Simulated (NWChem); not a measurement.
CH2ClFO2Si; SMILES O=C[Si@](O)(F)Cl

```xyz
8

O      0.8049     2.3949     0.0685
C      0.6603     1.4039     0.7658
Si    -0.3178    -0.0489    -0.0185
O     -0.6703     0.4475    -1.5346
F     -1.6466    -0.3429     0.8278
Cl     0.7948    -1.7724    -0.0101
H      1.0904     1.3742     1.7906
H     -0.3721     1.3645    -1.6764
```
Atoms are numbered in this order, from 1.

All runs: NWChem. Geometry: optimised at B3LYP/6-31G* (spherical d).

For level B3LYP/def2-SVP:

highest occupied level (eV): -7.57
orbital gap (eV): 5.10

Q: How do the values read with level PBE/def2-SVP instead?

A: The highest occupied level (eV) is -6.22. The orbital gap (eV) comes out as 2.84.
